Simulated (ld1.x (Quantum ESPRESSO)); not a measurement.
## How hard is this bismuth PAW potential?

Bi, PAW, made with ld1.x (Quantum ESPRESSO) 7.5 (LDA (PZ), scalar-relativistic). Core [Xe] 4f14, reference 5d10 6s2 6p1.5 (charge +1.5). Waves: 6s (bound): rcut 1.35, rcutus 1.85 bohr; 6s channel at -0.75 Ry: rcut 1.35, rcutus 1.85 bohr; 6p (bound): rcut 1.60, rcutus 2.05 bohr; 6p channel at 0.25 Ry: rcut 1.60, rcutus 2.05 bohr; 5d (bound): rcut 1.00, rcutus 1.35 bohr; 5d channel at -2.35 Ry: rcut 1.00, rcutus 1.35 bohr. Local part: all-electron potential smoothed inside 1.65 bohr (lloc = -2). Core correction: Bessel-smoothed model core inside 1.15 bohr. Augmentation charge: PSQ, inside the norm-conserving radii.

The pseudo-atom Hamiltonian at the reference potential is diagonalised in spherical Bessel functions j_l(qr) that vanish at 20 bohr, with q² up to the cutoff. All-electron valence levels (Ry): 6s -1.9614, 6p -1.1423, 5d -2.9322.

Task: How do the lowest levels (Ry) of each channel move with the cutoff, and are there ghosts?

Result:

```json
{"cutoff (Ry)": "8", "s #1": "-1.9432", "p #1": "-1.1339", "p #2": "-0.3503", "d #1": "-1.1061", "f #1": "-0.1795", "f #2": "-0.0805", "Σ f·Δε (mRy)": "18310.9"}
{"cutoff (Ry)": "18", "s #1": "-1.9607", "p #1": "-1.1421", "p #2": "-0.3522", "d #1": "-2.0652", "f #1": "-0.1812", "f #2": "-0.0825", "Σ f·Δε (mRy)": "8672.6"}
{"cutoff (Ry)": "40", "s #1": "-1.9614", "p #1": "-1.1424", "p #2": "-0.3522", "d #1": "-2.8871", "f #1": "-0.1813", "f #2": "-0.0827", "Σ f·Δε (mRy)": "452.3"}
{"cutoff (Ry)": "60", "s #1": "-1.9615", "p #1": "-1.1424", "p #2": "-0.3522", "d #1": "-2.9313", "f #1": "-0.1813", "f #2": "-0.0827", "Σ f·Δε (mRy)": "10.3"}
{"cutoff (Ry)": "110", "s #1": "-1.9615", "p #1": "-1.1424", "p #2": "-0.3522", "d #1": "-2.9322", "f #1": "-0.1813", "f #2": "-0.0827", "Σ f·Δε (mRy)": "1.0"}
{"cutoff (Ry)": "180", "s #1": "-1.9615", "p #1": "-1.1424", "p #2": "-0.3522", "d #1": "-2.9323", "f #1": "-0.1813", "f #2": "-0.0827", "Σ f·Δε (mRy)": "0.2"}
{"cutoff (Ry)": "400", "s #1": "-1.9615", "p #1": "-1.1424", "p #2": "-0.3522", "d #1": "-2.9323", "f #1": "-0.1813", "f #2": "-0.0827", "Σ f·Δε (mRy)": "0.0"}
```

Result: no extra level below or beside the all-electron valence levels (s, p, d, f tested); 10 mRy is reached at 70 Ry and 1 mRy at 140 Ry.
